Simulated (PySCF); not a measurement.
CrSi: energy against distance

Set-up: basis Cr x2c-TZVPPall, Si x2c-TZVPPall; spin-free X2C with a Gaussian nucleus; PySCF 2.14. Energies in eV from Cr (3d5 4s1) + Si in their ground configurations at the same level. All curves are PBE0. state 1: Ms = 2 determinant of mixed spin (⟨S²⟩ near 7.0), unpaired electrons σ ↑, π ↑, δ ↑↑; state 2: Ms = 2 determinant of mixed spin (⟨S²⟩ near 7.6), unpaired electrons σ ↑↑, δ ↑↑, a second solution, started from another occupation; state 3: ⁷Π (septet), unpaired electrons σ ↑, π ↑↑↑, δ ↑↑, a second solution, started from another occupation; state 4: ⁹Σ⁻ (nonet), unpaired electrons σ ↑↑, π ↑↑↑↑, δ ↑↑, a second solution, started from another occupation.

```csv
R (Å),state 1,state 2,state 3,state 4
2.084,-0.995,-1.078,-0.442,-0.365
2.181,-1.285,-1.236,-0.852,-0.783
2.278,-1.441,-1.299,-1.097,-1.041
2.350,-1.495,-1.302,-1.200,-1.156
2.423,-1.508,-1.278,-1.252,-1.222
2.496,-1.491,-1.236,-1.264,-1.248
2.593,-1.435,-1.160,-1.237,-1.239
2.714,-1.329,-1.048,-1.154,-1.179
2.859,-1.175,-0.905,-1.014,-1.068
3.053,-0.957,-0.723,-0.800,-0.893
```

Question: Put a parabola through the three lowest points of the state 1 curve and estimate Re, k and ωe (reduced mass 18.18 u; 1 eV/Å² = 0.16022 mdyn/Å; ωe = 1302.8·√(k/μ) cm⁻¹).

Answer: Through R = 2.35, 2.423, 2.496 Å the second-order coefficient is 2.81 eV/Å², so Re ≈ 2.418 Å, k ≈ 0.902 mdyn/Å and ωe ≈ 290 cm⁻¹. A polynomial fit of higher order to the unrounded PBE0 energies gives Re = 2.415 Å, k = 0.942 mdyn/Å, ωe = 297 cm⁻¹; anharmonicity and rounding make the difference.

The higher-order fit for each curve: state 1: Re = 2.415 Å, ωe = 297 cm⁻¹, De = 1.51 eV; state 2: Re = 2.320 Å, ωe = 292 cm⁻¹, minimum 1.30 eV below the ground-state fragments; state 3: Re = 2.487 Å, ωe = 293 cm⁻¹, minimum 1.26 eV below the ground-state fragments; state 4: Re = 2.523 Å, ωe = 273 cm⁻¹, minimum 1.25 eV below the ground-state fragments.

The metal atom is held in its measured ground configuration; semilocal functionals can put another filling of s and d lower by some tenths of an eV, and De to that atom would be smaller. ⟨S²⟩ of the unrestricted solution departs from its pure value on part of the curve, where spin states mix. With d or f electrons several states lie close, and the lowest PBE0 determinant need not be the measured ground state.
